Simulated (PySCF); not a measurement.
CH7AlO5Si, SMILES C[Si](O)(O)[O][Al]([OH])[OH], singlet (GFN2-xTB optimised geometry):

```
15

Si    -0.240    -1.518     0.000
C      1.651    -1.518     0.000
O     -0.723    -2.297     1.336
O     -0.926    -2.297    -1.262
O     -0.773     0.025     0.000
Al    -1.266     1.586    -0.312
O     -0.957     2.161    -1.834
O     -2.046     2.514     0.821
H      2.038    -1.193     0.959
H      2.035    -2.514    -0.190
H      2.046    -0.851    -0.759
H     -1.605    -2.660     1.375
H     -0.893    -1.885    -2.120
H     -1.086     2.970    -2.311
H     -2.321     2.417     1.722
```

Calculation: CAM-B3LYP/def2-TZVP in PySCF.

Q: What are the frontier orbital energies and the dipole moment?

A: HOMO-2 -10.56 eV, HOMO-1 -10.21 eV, HOMO -9.97 eV, LUMO 0.45 eV, LUMO+1 1.73 eV; dipole moment 1.90 D.

On the same geometry PBE/def2-TZVP (PySCF) gives HOMO-2 -7.33 eV, HOMO-1 -7.06 eV, HOMO -6.97 eV, LUMO -1.19 eV, LUMO+1 0.15 eV; dipole moment 1.81 D.

Meta-Löwdin charges at CAM-B3LYP/def2-TZVP: Si1 1.51, C2 -0.64, O3 -0.77, O4 -0.77, O5 -0.87, Al6 1.31, O7 -0.79, O8 -0.79, H9 0.13, H10 0.13, H11 0.12, H12 0.36, H13 0.36, H14 0.36, H15 0.36.
